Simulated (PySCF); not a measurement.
A structure optimised at PBE-D3(BJ)/def2-TZVP, used in a PySCF frequency run:

```
Ga
H 1 1.5879
H 1 1.5879 2 115.45
Ga 1 2.4581 2 122.28 3 180.00
H 4 1.5879 1 122.28 2 -90.00
H 4 1.5879 5 115.45 1 -180.00
```

Q: Write its SMILES, formula and point group.

A: [GaH2][GaH2], Ga2H4, D2d

Q: What are its rotational constants (standard atomic weights)?

A: 69.538, 2.1815, 2.1815 GHz
